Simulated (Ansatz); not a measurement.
`C=NB[SiH3]` + `C=[CH][AlH2]` → `[AlH2]/[CH]=C/B[SiH3]` + `C=N`  (formal exchange of groups at a B–N bond)

Isolated molecules relaxed with PBE0-D4/def2-TZVP in Ansatz; ΔE leaves out vibrations. CCSD(T)/CBS adds triple-zeta CCSD(T) − MP2 to the extrapolated MP2 energy (def2 sets, frozen cores). This one scheme is used for every species. Functionals use def2-TZVPP. Each species was taken in one conformer, which may not be the lowest.

```csv
level,ΔE (kcal/mol)
PBE-D4,31.2
ωB97M-V,27.8
HF/def2-TZVPP,23.2
MP2/def2-TZVPP,26.7
```

Q: What does CCSD(T)/CBS give? (Estimate.)

A: The calculation gave: +26.4 kcal/mol. The listed levels differ from it by 4.8, 1.4, -3.2, 0.3 kcal/mol.

Largest T1 diagnostic among the species: 0.017.

From PBE to PBE0 (25 % exact exchange), in def2-TZVPP and without D4, ΔE moves by −2.1 kcal/mol. In def2-TZVPP, CCSD(T) changes the Hartree–Fock value by +3.0 kcal/mol (the triples alone add +0.5 kcal/mol) and MP2 by +3.6 kcal/mol.
